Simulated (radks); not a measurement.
Ag5+, configuration [Kr] 4d6. Method: scalar-relativistic Kohn-Sham, PBE, spin-polarised, spherical densities, finite nucleus; open shells are filled with parallel spins first (spin-orbit coupling, left out, can overturn this in heavy ions); Fermi nuclear charge, rms radius 4.5454 fm; computed with a radial shooting solver on a logarithmic mesh with Libxc functionals.

Normalised radial functions P(r) = r R(r), r in bohr:

| r | 4s up |
|---|---|
| 0.001624 | 0.0724 |
| 0.00186 | 0.0813 |
| 0.002131 | 0.0911 |
| 0.002461 | 0.1026 |
| 0.00282 | 0.1145 |
| 0.00323 | 0.1274 |
| 0.003731 | 0.1421 |
| 0.004274 | 0.1570 |
| 0.004897 | 0.1726 |
| 0.00561 | 0.1888 |
| 0.006479 | 0.2063 |
| 0.007423 | 0.2227 |
| 0.008505 | 0.2382 |
| 0.009822 | 0.2530 |
| 0.01125 | 0.2644 |
| 0.01289 | 0.2720 |
| 0.01477 | 0.2744 |
| 0.01706 | 0.2697 |
| 0.01954 | 0.2563 |
| 0.02239 | 0.2326 |
| 0.02586 | 0.1942 |
| 0.02963 | 0.1443 |
| 0.03394 | 0.0804 |
| 0.03889 | 0.0033 |
| 0.04491 | -0.0902 |
| 0.05145 | -0.1851 |
| 0.05895 | -0.2793 |
| 0.06808 | -0.3677 |
| 0.07799 | -0.4280 |
| 0.08936 | -0.4528 |
| 0.1024 | -0.4300 |
| 0.1182 | -0.3445 |
| 0.1355 | -0.2039 |
| 0.1552 | -0.0139 |
| 0.1792 | 0.2187 |
| 0.2053 | 0.4343 |
| 0.2352 | 0.6049 |
| 0.2695 | 0.6896 |
| 0.3113 | 0.6497 |
| 0.3566 | 0.4759 |
| 0.4086 | 0.1831 |
| 0.4718 | -0.2115 |
| 0.5406 | -0.6000 |
| 0.6193 | -0.9355 |
| 0.7096 | -1.1610 |
| 0.8195 | -1.2429 |
| 0.9388 | -1.1735 |
| 1.076 | -0.9957 |
| 1.242 | -0.7476 |
| 1.423 | -0.5118 |
| 1.63 | -0.3136 |
| 1.868 | -0.1704 |
| 2.157 | -0.0774 |
| 2.472 | -0.0316 |
| 2.832 | -0.0109 |
| 3.27 | -0.0029 |
| 3.747 | -0.0006 |
| 4.293 | -0.0001 |
| 4.918 | 0.0000 |
| 5.68 | 0.0000 |
| 6.507 | 0.0000 |

4s up: eigenvalue -171.58 eV, 3 radial nodes at r = 0.0391, 0.157, 0.438 bohr, <r> = 0.895 bohr, 90 % of the charge inside 1.29 bohr.
